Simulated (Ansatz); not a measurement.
The same path of a periodic cell of 13 atoms, Be12Si (surface Be(0001), adsorbate Si) was run twice with different band settings.

All numbers below come from DFT PBE, scalar-relativistic, plane waves, PAW in Ansatz 0.2.0. Settings: cutoff 420 eV, k mesh 6x6x1, gaussian smearing 0.15 eV, no spin polarisation.

Relaxed end points:

```xyz
13
Lattice="4.5800 0.0000 0.0000 2.2900 3.9664 0.0000 0.0000 0.0000 16.5884" Properties=species:S:1:pos:R:3
Be 0.000 0.000 1.000
Be 2.290 0.000 1.000
Be 1.145 1.983 1.000
Be 3.435 1.983 1.000
Be -0.011 1.304 2.816
Be 2.311 1.336 2.828
Be 1.149 3.308 2.761
Be 3.414 3.305 2.813
Be -0.033 -0.019 4.797
Be 2.289 0.026 4.530
Be 1.165 1.971 4.536
Be 3.475 2.006 4.686
Si 4.969 2.882 6.438
```

```xyz
13
Lattice="4.5800 0.0000 0.0000 2.2900 3.9664 0.0000 0.0000 0.0000 16.5884" Properties=species:S:1:pos:R:3
Be 0.000 0.000 1.000
Be 2.290 0.000 1.000
Be 1.145 1.983 1.000
Be 3.435 1.983 1.000
Be 0.021 1.336 2.828
Be 2.279 1.304 2.816
Be 1.124 3.305 2.813
Be 3.439 3.308 2.761
Be -0.001 0.026 4.530
Be 2.257 -0.019 4.797
Be 1.185 2.006 4.686
Be 3.455 1.971 4.536
Si 7.259 2.882 6.438
```

Common settings: climbing image yes; optimiser quadratic models (default); end points relaxed; atoms held 1 to 4.

| run | movable images | spring | start path | force threshold | iteration limit |
| --- | --- | --- | --- | --- | --- |
| 1 | 7 | 2.0 to 10.0 eV/Å², energy-weighted | straight line | 0.05 eV/Å | 17 |
| 2 | 3 | 5.0 eV/Å² | default | 0.2 eV/Å | 49 |

What does each run give, and how far can it be trusted?

Run 1: converged after 5 iterations, highest image 0.035 eV above the first end. The order of the stationary point at the top wasn't checked.
Run 2: converged after 3 iterations, highest image 0.030 eV above the first end. The threshold of 0.2 eV/Å is loose, so the images may lie well off the minimum-energy path. The order of the stationary point at the top wasn't checked.
Limits of this set-up: coarse k mesh, thin slab, slab without dipole correction.
